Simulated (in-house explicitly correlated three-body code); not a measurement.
Computed with an exponentially correlated three-body code. Model: two electrons around a point charge, non-relativistic, variational in 260 exponentially correlated functions (energies converged to about 1e-7 hartree, or 1e-8 relative for large Z).

For two electrons in a singlet the Kohn-Sham orbital is the square root of half the density, so the exact Kohn-Sham potential and energy parts follow from the density alone, and exchange is minus half the Hartree energy. The Kohn-Sham level equals minus the binding energy of the second electron.

Command:
```bash
python run_hyl.py task.json out
```
Settings (lengths in bohr, energies in hartree):
```
Z                      1.13
interaction_strength   1
functions              260
states_tried           13
```

Cost of the run: 64 s on 1 thread of Arm Neoverse N1, with other jobs on the host.

**Those bound S and P states to n = 4 that converged, binding against the one-electron ion.**

Given: nuclear charge 1.13.

Computed: one-electron threshold -0.63845 hartree.

```csv
term,energy (hartree),binding (eV),quantum defect
1 1S,-0.722923806,2.2986,0.68372
2 3S,?,?,?
2 3P,-0.640582359,0.058024,0.0093349
2 1P,-0.640570041,0.057689,0.0035601
3 3P,-0.639395439,0.025727,-
4 3S,-0.639240523,0.021511,0.73058
```

(1) What belongs in the row 2 3S?

**Electric-dipole lines between converged S and P states, rate of the upper state's decay.**

| s state | p state | p minus s (eV) | oscillator strength from s | rate (1/s) |
| --- | --- | --- | --- | --- |
| 1 1S | 2 1P | 2.241 | 0.0067518 | 490430 |
| 2 3S | 2 3P | ? | ? | ? |
| 2 3S | 3 3P | 0.11812 | 0.06974 | 14073 |
| 4 3S | 2 3P | -0.036513 | -0.0047729 | 276.12 |
| 4 3S | 3 3P | -0.0042155 | -0.83148 | 641.14 |

(2) What belongs in the row 2 3S 2 3P?

**Exact Kohn-Sham parts of the ground state from its density.**

Computed: total energy -0.722923806 hartree; Kohn-Sham kinetic 0.69302 hartree; exchange energy -0.47137 hartree; DFT correlation energy -0.04058 hartree; kinetic part of the DFT correlation energy 0.029909 hartree; potential part of the DFT correlation energy -0.070488 hartree; exact minus restricted Hartree-Fock -0.039722 hartree; Kohn-Sham level -2.2986 eV.

(3) What is the restricted Hartree-Fock level?

(4) What is the Hartree energy?

**Density and exact potentials over r, pair density (one pair, times 4 pi r12^2) and exact minus Kohn-Sham pair density over r12.**

```json
{"radius (bohr)": "0.202", "radial density (electrons/bohr)": "0.16559", "exchange potential (hartree)": "-0.79978", "intracule density (1/bohr)": "0.003768", "Coulomb hole against Kohn-Sham (1/bohr)": "-0.00725", "correlation potential (hartree)": "-0.061"}
{"radius (bohr)": "0.241", "radial density (electrons/bohr)": "0.21635", "exchange potential (hartree)": "-0.79343", "intracule density (1/bohr)": "0.0054878", "Coulomb hole against Kohn-Sham (1/bohr)": "-0.01003", "correlation potential (hartree)": "-0.057"}
{"radius (bohr)": "0.287", "radial density (electrons/bohr)": "0.27749", "exchange potential (hartree)": "-0.78509", "intracule density (1/bohr)": "0.0079709", "Coulomb hole against Kohn-Sham (1/bohr)": "-0.0137", "correlation potential (hartree)": "-0.052"}
{"radius (bohr)": "0.341", "radial density (electrons/bohr)": "0.34846", "exchange potential (hartree)": "-0.77434", "intracule density (1/bohr)": "0.011525", "Coulomb hole against Kohn-Sham (1/bohr)": "-0.01845", "correlation potential (hartree)": "-0.045"}
{"radius (bohr)": "0.406", "radial density (electrons/bohr)": "0.42959", "exchange potential (hartree)": "-0.76032", "intracule density (1/bohr)": "0.016723", "Coulomb hole against Kohn-Sham (1/bohr)": "-0.02459", "correlation potential (hartree)": "-0.037"}
{"radius (bohr)": "0.484", "radial density (electrons/bohr)": "0.51732", "exchange potential (hartree)": "-0.74238", "intracule density (1/bohr)": "0.02426", "Coulomb hole against Kohn-Sham (1/bohr)": "-0.03221", "correlation potential (hartree)": "-0.027"}
{"radius (bohr)": "0.576", "radial density (electrons/bohr)": "?", "exchange potential (hartree)": "?", "intracule density (1/bohr)": "?", "Coulomb hole against Kohn-Sham (1/bohr)": "?", "correlation potential (hartree)": "?"}
{"radius (bohr)": "0.686", "radial density (electrons/bohr)": "0.68363", "exchange potential (hartree)": "-0.69308", "intracule density (1/bohr)": "0.049776", "Coulomb hole against Kohn-Sham (1/bohr)": "-0.05063", "correlation potential (hartree)": "-0.003"}
{"radius (bohr)": "0.816", "radial density (electrons/bohr)": "0.74469", "exchange potential (hartree)": "-0.66096", "intracule density (1/bohr)": "0.069913", "Coulomb hole against Kohn-Sham (1/bohr)": "-0.0597", "correlation potential (hartree)": "0.011"}
{"radius (bohr)": "0.972", "radial density (electrons/bohr)": "0.77862", "exchange potential (hartree)": "-0.62336", "intracule density (1/bohr)": "0.096584", "Coulomb hole against Kohn-Sham (1/bohr)": "-0.06641", "correlation potential (hartree)": "0.024"}
{"radius (bohr)": "1.16", "radial density (electrons/bohr)": "0.77714", "exchange potential (hartree)": "-0.58042", "intracule density (1/bohr)": "0.13031", "Coulomb hole against Kohn-Sham (1/bohr)": "-0.06801", "correlation potential (hartree)": "0.035"}
{"radius (bohr)": "1.38", "radial density (electrons/bohr)": "0.73797", "exchange potential (hartree)": "-0.53423", "intracule density (1/bohr)": "0.16883", "Coulomb hole against Kohn-Sham (1/bohr)": "-0.06179", "correlation potential (hartree)": "0.043"}
{"radius (bohr)": "1.64", "radial density (electrons/bohr)": "?", "exchange potential (hartree)": "?", "intracule density (1/bohr)": "?", "Coulomb hole against Kohn-Sham (1/bohr)": "?", "correlation potential (hartree)": "?"}
{"radius (bohr)": "1.95", "radial density (electrons/bohr)": "0.5677", "exchange potential (hartree)": "-0.43536", "intracule density (1/bohr)": "0.24417", "Coulomb hole against Kohn-Sham (1/bohr)": "-0.02288", "correlation potential (hartree)": "0.043"}
{"radius (bohr)": "2.32", "radial density (electrons/bohr)": "0.45687", "exchange potential (hartree)": "-0.38521", "intracule density (1/bohr)": "0.26607", "Coulomb hole against Kohn-Sham (1/bohr)": "0.004069", "correlation potential (hartree)": "0.036"}
{"radius (bohr)": "2.77", "radial density (electrons/bohr)": "0.34349", "exchange potential (hartree)": "-0.33578", "intracule density (1/bohr)": "0.26549", "Coulomb hole against Kohn-Sham (1/bohr)": "0.02711", "correlation potential (hartree)": "0.026"}
{"radius (bohr)": "3.29", "radial density (electrons/bohr)": "0.24338", "exchange potential (hartree)": "-0.29077", "intracule density (1/bohr)": "0.23863", "Coulomb hole against Kohn-Sham (1/bohr)": "0.03808", "correlation potential (hartree)": "0.016"}
{"radius (bohr)": "3.92", "radial density (electrons/bohr)": "0.15836", "exchange potential (hartree)": "-0.24884", "intracule density (1/bohr)": "0.18882", "Coulomb hole against Kohn-Sham (1/bohr)": "0.03546", "correlation potential (hartree)": "0.009"}
{"radius (bohr)": "4.67", "radial density (electrons/bohr)": "0.093779", "exchange potential (hartree)": "-0.21144", "intracule density (1/bohr)": "0.12894", "Coulomb hole against Kohn-Sham (1/bohr)": "0.02344", "correlation potential (hartree)": "0.004"}
{"radius (bohr)": "5.56", "radial density (electrons/bohr)": "0.049677", "exchange potential (hartree)": "-0.17882", "intracule density (1/bohr)": "0.074566", "Coulomb hole against Kohn-Sham (1/bohr)": "0.01022", "correlation potential (hartree)": "0.001"}
{"radius (bohr)": "6.61", "radial density (electrons/bohr)": "0.023118", "exchange potential (hartree)": "-0.15094", "intracule density (1/bohr)": "0.036011", "Coulomb hole against Kohn-Sham (1/bohr)": "0.001778", "correlation potential (hartree)": "0"}
{"radius (bohr)": "7.87", "radial density (electrons/bohr)": "0.0090767", "exchange potential (hartree)": "-0.12697", "intracule density (1/bohr)": "0.014095", "Coulomb hole against Kohn-Sham (1/bohr)": "-0.001225", "correlation potential (hartree)": "0"}
{"radius (bohr)": "9.37", "radial density (electrons/bohr)": "0.0029296", "exchange potential (hartree)": "-0.1067", "intracule density (1/bohr)": "0.0044231", "Coulomb hole against Kohn-Sham (1/bohr)": "-0.001195", "correlation potential (hartree)": "0"}
```

(5) What belongs in the row 0.576?

(6) What belongs in the row 1.64?

Results:

(1) energy (hartree): -0.643736173; binding (eV): 0.14384; quantum defect: 0.73568.

(2) p minus s (eV): 0.08582; oscillator strength from s: 0.78744; rate (1/s): 83884.

(3) -2.7848 eV.

(4) 0.94273 hartree.

(5) radial density (electrons/bohr): 0.60432; exchange potential (hartree): -0.72022; intracule density (1/bohr): 0.034879; Coulomb hole against Kohn-Sham (1/bohr): -0.04103; correlation potential (hartree): -0.015.

(6) radial density (electrons/bohr): 0.66537; exchange potential (hartree): -0.48554; intracule density (1/bohr): 0.20882; Coulomb hole against Kohn-Sham (1/bohr): -0.0464; correlation potential (hartree): 0.045.

The correlation energy of density-functional theory lies 0.86 millihartree below exact minus Hartree-Fock, because the Hartree-Fock density, unlike the exact one, minimises the Hartree-Fock energy.
